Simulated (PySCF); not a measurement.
Species: C4H5FO2S.
Bonds: O1–S2 (double), S2–O3 (double), S2–C4, C4–C5, C5–C6 (double), C6–F7, C6–C8, S2–C8. Hydrogens: H9, H10 on C4; H11 on C5; H12, H13 on C8.

Computed with PySCF at PBE0/def2-SVPD, non-relativistic, on one gas-phase PBE0-D3(BJ)/def2-SVP geometry that isn't relaxed in the solvent. The solvent is an IEF-PCM continuum (cavity from Bondi-type radii × 1.2). Specific hydrogen bonds and non-electrostatic terms are outside this model.

Gas phase at PBE0/def2-SVPD: HOMO -8.11 eV, LUMO -0.62 eV, dipole 3.64 D.

Problem. What does the continuum do to the energy, the frontier levels and the dipole at PBE0/def2-SVPD in tetrahydrofuran and dimethylsulfoxide?

Solution. 
```tsv
solvent	ε	E(solvent) − E(gas) (kcal/mol)	polarisation term (kcal/mol)	distortion of the solute (kcal/mol)	HOMO (eV)	LUMO (eV)	dipole (D)
tetrahydrofuran	7.426	-8.67	-9.99	1.32	-7.74	-0.24	4.58
dimethylsulfoxide	46.83	-10.44	-12.39	1.95	-7.67	-0.18	4.79
```

The first energy column is the sum of the next two and covers electrostatics alone. From tetrahydrofuran to dimethylsulfoxide the lowering changes by a factor 1.20, Onsager's factor (ε − 1)/(2ε + 1) by 1.19 and ε itself by 6.3.

Problem. Which radius a makes the point-dipole formula ΔE = −[(ε − 1)/(2ε + 1)]·μ²/a³ give the value in dimethylsulfoxide, with the gas-phase dipole?

Solution. μ = 1.433 au and |ΔE| = 0.01663 Eh give a = 2.07 Å; the farthest nucleus lies 2.66 Å from the centroid of the nuclei, so such a sphere wouldn't even hold the nuclei. The formula assumes a rigid point dipole at the centre of a sphere.

Problem. How does the static polarisability (PBE0/def2-SVPD, frozen core, with the continuum's full static response) change?

Solution. 
```
           medium  isotropic (au)  principal values (au)  ⟨r²⟩ of the electrons (bohr²)
              gas            70.3       59.4, 74.7, 76.8                         1002.1
  tetrahydrofuran            89.8       76.9, 94.6, 97.8                         1002.7
dimethylsulfoxide            95.0      82.2, 99.2, 103.6                         1002.9
```

The isotropic value in dimethylsulfoxide is 1.35 times the gas-phase one; no cavity-field correction is applied. ⟨r²⟩ is taken about the centre of nuclear charge.

On an Arm Neoverse V1 with one thread, no GPU, shared host, this took 42 s wall and 1.1 GiB of memory at its peak. This is the whole response run at PBE0/def2-SVPD in dimethylsulfoxide, SCF included.
